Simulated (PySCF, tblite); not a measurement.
A database entry of computed molecular properties. Lists by class give the value and the number of equivalent atoms.

```json
{
 "formula": "C6H12OSi",
 "smiles": "C=C[C@@](C)(C=O)C[SiH3]",
 "charge": 0,
 "multiplicity": 1,
 "geometry_level": "GFN2-xTB",
 "atoms_angstrom": [
  ["C", 2.701, -0.402, 0.368],
  ["C", 1.604, -0.644, -0.325],
  ["C", 0.275, 0.071, -0.201],
  ["C", 0.286, 1.162, 0.867],
  ["C", 0.087, 0.709, -1.559],
  ["O", -0.65, 0.321, -2.42],
  ["C", -0.81, -0.982, 0.053],
  ["Si", -2.588, -0.318, 0.222],
  ["H", 2.767, 0.368, 1.116],
  ["H", 3.591, -0.991, 0.219],
  ["H", 1.599, -1.441, -1.059],
  ["H", 1.081, 1.879, 0.677],
  ["H", -0.662, 1.694, 0.865],
  ["H", 0.434, 0.721, 1.849],
  ["H", 0.746, 1.587, -1.721],
  ["H", -0.788, -1.693, -0.775],
  ["H", -0.54, -1.542, 0.951],
  ["H", -3.5, -1.444, 0.023],
  ["H", -2.772, 0.207, 1.581],
  ["H", -2.867, 0.749, -0.735]
 ],
 "electronic_structure_code": "PySCF",
 "results": {
  "GFN2-xTB geometry": {
   "point_group": "C1",
   "rotational_constants_GHz": [2.467, 1.171, 0.989]
  },
  "PBE0/pcSseg-1 ground state and GIAO shieldings, non-relativistic": {
   "dipole_D": 2.78,
   "homo_eV": -7.37,
   "lumo_eV": -1.09,
   "shift_vs_computed_TMS_C_by_class_ppm": [
    [206.9, 1],
    [151.1, 1],
    [122.1, 1],
    [54.6, 1],
    [17.6, 1],
    [16.7, 1]
   ],
   "shift_vs_computed_TMS_H_by_class_ppm": [
    [9.39, 1],
    [5.76, 1],
    [5.59, 1],
    [5.52, 1],
    [3.76, 3],
    [1.54, 1],
    [1.27, 3],
    [0.52, 1]
   ],
   "shielding_other_nuclei_by_class_ppm": [
    ["O", -338.4, 1],
    ["Si", 426.3, 1]
   ],
   "charges_hirshfeld_e_by_atom": [-0.1, -0.03, 0.01, -0.11, 0.14, -0.2, -0.16, 0.3, 0.05, 0.05, 0.05, 0.04, 0.04, 0.05, 0.04, 0.04, 0.04, -0.08, -0.08, -0.08]
  },
  "GFN2-xTB harmonic vibrations, gas phase": {
   "strongest_ir_bands_cm-1_km_per_mol_modes": [
    [801.3, 285.2, 1],
    [804.6, 299.1, 1],
    [1784.0, 284.3, 1],
    [2222.0, 321.2, 1],
    [2271.3, 315.4, 1],
    [2300.7, 257.5, 1]
   ],
   "zpe_kcal_per_mol": 98.4
  }
 }
}
```

The zero-point energy, half the sum of the 54 harmonic wavenumbers, equals 34410 cm⁻¹ or 412 kJ/mol. The dipole equals about 9.3 × 10⁻³⁰ C·m (1 D = 3.33564 × 10⁻³⁰ C·m). The rotational constants make it an asymmetric top with κ = (2B − A − C)/(A − C) = -0.75, nearer the prolate limit (−1).

One conformer (not necessarily the lowest) at the GFN2-xTB geometry, without solvent or vibrations. NMR classes are plain means over equivalent atoms (diastereotopic ones count apart unless rotation or inversion swaps them), as if these changed places fast; in this geometry the members of some classes differ.

For the NMR shielding job (PBE0/pcSseg-1), the run took 86 s of wall time (grids of density and orbitals included) on Arm Neoverse N1, one thread, shared host with 64 logical CPUs at a one-minute load of 61, and the process peaked at 1.0 GiB of memory.

Conformer computed: `[CH2:1]=[CH:2][C@@:3]([CH3:4])([CH:5]=[O:6])[CH2:7][SiH3:8]`: C1–C2–C3–C4 -1°, C2–C3–C5–O6 104°, C2–C3–C7–Si8 -179°.
